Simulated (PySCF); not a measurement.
# HfF⁺: from constants to spectrum

UHF-CCSD(T) constants of HfF⁺, ³Δ (triplet), unpaired electrons σ ↑, δ ↑ (basis Hf def2-TZVPPD with ECP60, F def2-TZVPPD; scalar-relativistic core potentials; PySCF 2.14; masses 179.9465 and 18.9984 u):

```
ωe   : 746.3 cm⁻¹
ωexe : 2.51 cm⁻¹
Be   : 0.29376 cm⁻¹
αe   : 0.00143 cm⁻¹
```

Problem. What force constant and bond length do these constants imply?

Solution. Reduced mass μred = 17.184 u; k = 5.8918×10⁻⁷·μred·ωe² (u, cm⁻¹, mdyn/Å) = 5.64 mdyn/Å; Re = √(16.8576/(μred·Be)) (u, cm⁻¹, Å) = 1.827 Å.

Problem. Estimate the centrifugal constant D from the Kratzer relation and find the Dunham coefficient a1.

Solution. D = 4Be³/ωe² = 1.82e-07 cm⁻¹; a1 = −1 − αeωe/(6Be²) = -3.06.

Correlated steps freeze 1 core orbital. Spin–orbit coupling is left out, which matters for elements this heavy, above all for dissociation energies. The state is the lowest single determinant that the PBE0 search found; with open d or f shells the true ground state can be another one.
